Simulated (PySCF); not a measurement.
Mo(O)3 anion (MoO3), SMILES [O]=[Mo](=[O])=[O] (connectivity only; charge and spin as stated), charge -1, multiplicity 2. Atoms are numbered in the order given.

```xyz
4

Mo     0.0000     0.0000     0.0000
O     -1.7392     0.0000     0.0000
O      0.8696     1.5062     0.0000
O      0.8696    -1.5062     0.0000
```
Charge -1, spin multiplicity 2.

The structure is a stationary point at PBE0-D3(BJ)/def2-SVPD. The geometry has at least one imaginary mode, so it is a saddle point at that level. The multiplicity is an assumed one; other spin states were not compared. The isomer is the one that the SMILES or the coordinates give; other isomers of the formula were not compared. The def2 effective core potentials stand for the cores of Mo; spin–orbit coupling is left out.

These are PBE/def2-TZVPD in PySCF values and carry that method's errors.

Mulliken values depend strongly on the basis, most of all with diffuse functions as here. ESP charges are fitted to the potential on shells at 1.4 to 2.0 van der Waals radii. Atomic charges (e):

| atom | Mulliken | ESP fit | Mulliken spin |
|---|---|---|---|
| Mo1 | 1.64 | ___ | 1.17 |
| O2 | -0.88 | ___ | -0.06 |
| O3 | -0.88 | ___ | -0.06 |
| O4 | -0.88 | ___ | -0.06 |

Q: Fill in the missing entries. (Estimate from the structure and the level; the computed values follow.)

A: 
- Mo1, ESP fit: 0.88
- O2, ESP fit: -0.63
- O3, ESP fit: -0.63
- O4, ESP fit: -0.63
